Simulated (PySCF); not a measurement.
Job file and geometry (Å, from GFN2-xTB) of an NMR shielding run on `InChI=1S/C8H10SSi/c1-6(9)3-4-8-5-10-7(8)2/h5,7H,10H2,1-2H3/t7-/m1/s1`, GIAO PBE0/pcSseg-1 NMR shielding, non-relativistic, gas phase (PySCF); density fitting, a coarse starting grid and PySCF grid level 2 are the driver's defaults:

```
$ OMP_NUM_THREADS=1 python probes_run.py task.json out

{"job": {"kind": "nmr", "xc": "PBE0", "basis": "pcSseg-1"}, "charge": 0, "multiplicity": 1}
C      4.086027    -0.147863    -0.595125
C      3.061913     0.032458     0.476092
S      3.473621     0.401374     2.025234
C      1.722416    -0.113755     0.134820
C      0.535076    -0.237079    -0.100266
C     -0.829347    -0.372687    -0.327810
C     -1.503071    -0.651419    -1.467129
Si    -3.203094    -0.586788    -0.649019
C     -1.900392    -0.218403     0.738479
C     -1.897892     1.146963     1.409457
H      3.944694    -1.107074    -1.093780
H      3.973806     0.634007    -1.347896
H      5.086210    -0.096805    -0.172265
H     -1.069858    -0.837209    -2.437316
H     -4.068756     0.531231    -1.013389
H     -3.931197    -1.848199    -0.537395
H     -1.797119    -0.989204     1.506456
H     -2.715740     1.222114     2.123269
H     -2.011098     1.938264     0.670294
H     -0.961345     1.310752     1.942141
```

**Question.** Write the output of this run.

**Answer.** 
```
coarse grid: 18136 points
cycle   1  E = -997.5988921976  dE =  1.446e+00  |g| = 4.928e-01  |ddm| = 4.586e+00
cycle   2  E = -997.5452338086  dE =  5.366e-02  |g| = 6.805e-01  |ddm| = 1.389e+00
cycle   3  E = -997.6577937361  dE = -1.126e-01  |g| = 1.859e-01  |ddm| = 9.656e-01
cycle   4  E = -997.6665853354  dE = -8.792e-03  |g| = 6.262e-02  |ddm| = 2.973e-01
cycle   5  E = -997.6674548187  dE = -8.695e-04  |g| = 2.597e-02  |ddm| = 8.257e-02
cycle   6  E = -997.6676020465  dE = -1.472e-04  |g| = 9.377e-03  |ddm| = 3.710e-02
cycle   7  E = -997.6676295772  dE = -2.753e-05  |g| = 2.335e-03  |ddm| = 1.531e-02
cycle   8  E = -997.6676309222  dE = -1.345e-06  |g| = 4.590e-04  |ddm| = 3.037e-03
final grid: 167056 points
cycle   9  E = -997.7309264430  dE = -2.756e-05  |g| = 1.039e-02  |ddm| = 1.008e-01
cycle  10  E = -997.7308539567  dE =  7.249e-05  |g| = 1.835e-02  |ddm| = 3.644e-02
cycle  11  E = -997.7309544798  dE = -1.005e-04  |g| = 2.786e-03  |ddm| = 2.806e-02
cycle  12  E = -997.7309567368  dE = -2.257e-06  |g| = 3.409e-04  |ddm| = 3.669e-03
cycle  13  E = -997.7309567597  dE = -2.286e-08  |g| = 1.733e-04  |ddm| = 6.009e-04
cycle  14  E = -997.7309567660  dE = -6.308e-09  |g| = 6.743e-05  |ddm| = 2.255e-04
cycle  15  E = -997.7309567669  dE = -9.413e-10  |g| = 3.196e-05  |ddm| = 9.684e-05
cycle  16  E = -997.7309567672  dE = -2.533e-10  |g| = 9.120e-06  |ddm| = 4.255e-05
converged SCF energy = -997.7309567672

GIAO shielding tensors (ppm)
atom      isotropic    diamagn.    paramagn.     s11        s22        s33       span
  0 C      140.997     247.406    -106.409    113.720    123.925    185.346     71.626
  1 C      -55.690     266.000    -321.690   -225.489    -91.200    149.621    375.109
  2 S     -762.625    1057.541   -1820.167  -2300.659   -538.654    551.437   2852.097
  3 C       81.817     258.562    -176.745      1.194     23.983    220.273    219.079
  4 C       79.692     246.899    -167.207     18.140     29.734    191.203    173.063
  5 C       28.015     267.031    -239.016    -79.801     25.205    138.642    218.444
  6 C       28.949     252.730    -223.781    -73.572      4.968    155.451    229.023
  7 Si     389.111     882.078    -492.967    351.496    391.687    424.150     72.653
  8 C      150.216     249.488     -99.272    136.161    144.057    170.431     34.270
  9 C      167.501     245.981     -78.480    156.775    162.218    183.511     26.736
 10 H       28.503      28.856      -0.353     25.287     28.533     31.690      6.403
 11 H       28.547      28.675      -0.128     25.582     28.137     31.921      6.340
 12 H       28.353      28.597      -0.244     24.991     28.092     31.975      6.984
 13 H       24.891      33.380      -8.489     22.868     24.727     27.079      4.211
 14 H       27.165      29.798      -2.633     24.267     25.612     31.616      7.349
 15 H       26.815      29.613      -2.798     23.950     24.720     31.774      7.824
 16 H       29.084      31.430      -2.346     26.288     28.098     32.867      6.579
 17 H       30.388      27.992       2.396     26.186     27.733     37.246     11.061
 18 H       30.693      30.457       0.236     27.351     29.079     35.648      8.297
 19 H       29.739      30.366      -0.627     25.018     28.608     35.590     10.571
```

**Question.** Turn these shieldings into chemical shifts. References, each an isolated molecule treated in the same way: 13C (σ = 186.93 ppm), 29Si (σ = 349.16 ppm), 1H (σ = 31.72 ppm) vs TMS; CS2 for 33S (σ = 503.73 ppm).

**Answer.** Averaging equivalent atoms: C 1: 242.6; C 5: 158.9; C 6: 158.0; C 4: 107.2; C 3: 105.1; C 0: 45.9; C 8: 36.7; C 9: 19.4; S 2: 1266; Si 7: -40.0; H 13: 6.83; H 15: 4.90; H 14: 4.55; H 10/11/12: 3.25; H 16: 2.63; H 17/18/19: 1.44 ppm. 

Size and cost of the density-fitted run: 234 basis functions, 2.3 min wall time on 1 thread of an Intel Xeon, shared host; peak memory 1.1 GiB.
